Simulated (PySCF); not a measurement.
SMILES CCOB(N)OCC, singlet, GFN2-xTB optimised geometry.

```
20

B      0.23    -0.58     0.00
O     -0.45     0.61     0.00
C     -1.85     0.70    -0.04
C     -2.25     2.17    -0.09
H     -2.24     0.18    -0.93
H     -2.28     0.23     0.85
H     -1.83     2.64    -0.97
H     -3.34     2.26    -0.12
H     -1.87     2.69     0.79
O      1.59    -0.58     0.00
C      2.33     0.62     0.04
C      2.40     1.20     1.44
H      3.34     0.37    -0.32
H      1.88     1.35    -0.64
H      2.82     0.48     2.13
H      3.01     2.10     1.45
H      1.39     1.46     1.78
N     -0.41    -1.85    -0.01
H     -1.40    -1.99    -0.02
H      0.13    -2.69    -0.02
```

Density from PBE0/def2-SVP (PySCF) at that geometry.

Minimum of the electron density along straight lines between bonded atoms, close to the bond critical point (lines longer than 1.1 times the sum of covalent radii, or with two minima, are not listed):

```tsv
bond	length / Å	ρ at the minimum / e bohr⁻³	∇²ρ there / e bohr⁻⁵	position (fraction from the first atom)
B1–O2	1.372	0.195	1.05	0.33
O2–C3	1.406	0.256	-0.37	0.66
C3–C4	1.524	0.249	-0.59	0.51
C3–H5	1.099	0.279	-1.03	0.63
C3–H6	1.100	0.279	-1.03	0.63
C4–H7	1.087	0.277	-1.02	0.63
C4–H8	1.087	0.276	-1.01	0.62
C4–H9	1.087	0.277	-1.02	0.63
B1–O10	1.367	0.200	1.06	0.33
O10–C11	1.412	0.253	-0.36	0.66
C11–C12	1.525	0.248	-0.58	0.51
C11–H13	1.096	0.282	-1.06	0.63
C11–H14	1.096	0.282	-1.07	0.63
C12–H15	1.087	0.276	-1.01	0.62
C12–H16	1.087	0.275	-1.00	0.62
C12–H17	1.086	0.278	-1.03	0.63
B1–N18	1.411	0.203	___	0.33
N18–H19	1.002	0.338	-1.58	0.76
N18–H20	1.002	0.337	-1.60	0.77
```

What belongs in the gaps?


- B1–N18, ∇²ρ there / e bohr⁻⁵: 0.67
